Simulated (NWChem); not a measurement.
System: C2Cl3 cation

```xyz
5

Cl    -0.6216    -2.3308     0.0000
C     -0.2442    -0.8145     0.0000
C      0.0726     0.4587     0.0000
Cl     1.7092     0.8803     0.0000
Cl    -1.1768     1.5970     0.0000
```
Atoms are numbered in this order, from 1.

Results from NWChem. Structure relaxed at the PBE0/def2-SVP level. Level: M05-2X/def2-SVP with COSMO at NWChem's default radii, gas-phase geometry; rows give the dielectric constant. Reactions with the solvent are ignored.

```csv
dielectric constant,electrostatic solvation energy (kcal/mol)
2.0,-29.1
11.7,[?]
25.0,-56.3
37.5,-57.1
78.4,-57.9
```

Question: What belongs in the gaps?

Answer: 
- 11.7, electrostatic solvation energy (kcal/mol): -53.6
